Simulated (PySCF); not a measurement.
Mayer bond orders and bond lengths

Species: methyl furan-3-carboxylate, C6H6O3.
Numbering: `[CH3:1][O:2][C:3](=[O:4])[c:5]1[cH:6][cH:7][o:8][cH:9]1` (hydrogens: H10, H11, H12 on C1; H13 on C6; H14 on C7; H15 on C9)

Geometry (GFN2-xTB, Å), atoms numbered from 1 in this order:
```
atom  x, y, z in Å
C1    -2.843    0.257   -0.195
O2    -1.440    0.466   -0.220
C3    -0.690   -0.571    0.185
O4    -1.152   -1.622    0.556
C5     0.742   -0.263    0.120
C6     1.371    0.945   -0.302
C7     2.704    0.727   -0.174
O8     2.943   -0.515    0.291
C9     1.764   -1.109    0.467
H10   -3.296    1.179   -0.549
H11   -3.175    0.031    0.821
H12   -3.113   -0.579   -0.844
H13    0.878    1.829   -0.646
H14    3.555    1.349   -0.369
H15    1.748   -2.115    0.835
```

Bond orders from the PBE0/pcSseg-1 density (PySCF). One conformer (not necessarily the lowest) at the GFN2-xTB geometry, without solvent, vibrations or thermal averaging.

(1) How far do the computed orders between heavy atoms stray from the drawn ones?

(2) Set the Mayer orders of the bonds beside their lengths.

Results:

(1) The largest departure is 0.442, at C7–O8 (drawn aromatic, 1.058), counting aromatic bonds as 1.5. Drawn single, order below 0.88: C1–O2 (0.870). The bonds drawn aromatic range from 1.06 to 1.62.

(2) 
```tsv
bond	drawn as	length (Å)	Mayer order
C1–O2	single	1.419	0.870
O2–C3	single	1.342	1.103
C3–O4	double	1.207	1.933
C3–C5	single	1.466	0.969
C5–C6	aromatic	1.425	1.211
C6–C7	aromatic	1.357	1.619
C7–O8	aromatic	1.347	1.058
O8–C9	aromatic	1.331	1.114
C9–C5	aromatic	1.372	1.555
C1–H10	single	1.087	0.967
C1–H11	single	1.092	0.962
C1–H12	single	1.092	0.963
C6–H13	single	1.069	1.009
C7–H14	single	1.072	0.979
C9–H15	single	1.072	0.989
```

By pair of heavy elements: C–O: lowest C1–O2 (0.870, 1.419 Å), highest C3–O4 (1.933, 1.207 Å). C–C: lowest C3–C5 (0.969, 1.466 Å), highest C6–C7 (1.619, 1.357 Å).

Problem. Sum the orders of all bonds at each heavy atom with more than one neighbour and set the sums beside the valence in the SMILES.

Solution. C1 3.762 (drawn 4), O2 1.973 (drawn 2), C3 4.005 (drawn 4), C5 3.735 (drawn 4), C6 3.839 (drawn 4), C7 3.656 (drawn 4), O8 2.172 (drawn 2), C9 3.658 (drawn 4). Orders between atoms that aren't bonded are not in these sums.

For a closed shell the Mayer order of atoms A and B is Σ (PS)μν (PS)νμ over the basis functions μ on A and ν on B, with P the density and S the overlap matrix.
